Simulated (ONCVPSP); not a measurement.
Pm (Z = 61): ONCV pseudisation with PBE, scalar-relativistic reference atom.

ONCVPSP 4.0.1 input, shortened (lines: element, Z, core and valence counts, functional; n l f; lmax; l rc ep ncon nbas qcut; lloc lpopt rc5 dvloc0; l nproj debl; icmod fcfact rcfact), PBE, scalar-relativistic:

```
  Pm 61.00    9    4        4      upf
    1    0    2.00
    2    0    2.00
    2    1    6.00
    3    0    2.00
    3    1    6.00
    3    2   10.00
    4    0    2.00
    4    1    6.00
    4    2   10.00
    4    3    5.00
    5    0    2.00
    5    1    6.00
    6    0    2.00
    3
    0    2.15    0.00    4    8    5.60
    1    2.10    0.00    4    8    8.30
    2    2.10    0.22    4    9    4.00
    3    1.70    0.00    3    8   10.90
    4    4    1.05    4.00
    0    3    0.90
    1    2    3.20
    2    2    3.80
    3    2    0.60
    0    0.00    0.00
```

In the d channel the program set the typed energies aside and used 0.050, 3.850 Ha.

All-electron outer shells of the reference configuration (PBE, scalar-relativistic, ld1.x):

```json
{"shell": "5s", "level (eV)": "-41.87", "outermost node (bohr)": "0.70", "outermost maximum (bohr)": "1.29"}
{"shell": "5p", "level (eV)": "-22.67", "outermost node (bohr)": "0.75", "outermost maximum (bohr)": "1.46"}
{"shell": "6s", "level (eV)": "-3.54", "outermost node (bohr)": "1.74", "outermost maximum (bohr)": "3.72"}
{"shell": "4f", "level (eV)": "-2.15", "outermost node (bohr)": "–", "outermost maximum (bohr)": "0.64"}
```

Results:

* Cutoffs needed: 47 Ha and 53 Ha (the cutoffs (Ha) at which the residual kinetic energy of the hardest occupied pseudo-wave falls to 1 and 0.1 mHa per electron)
* Ghost test: no bound ghost flagged; GHOST(+) flagged for s at 122.0 eV, p at 218.6 eV
* Configuration tests: tests left out (the all-electron energies of this program are off by 10 to 40 meV for near-neutral 4f atoms)

Generation and tests took about 5.5 s on one core of a shared server CPU.
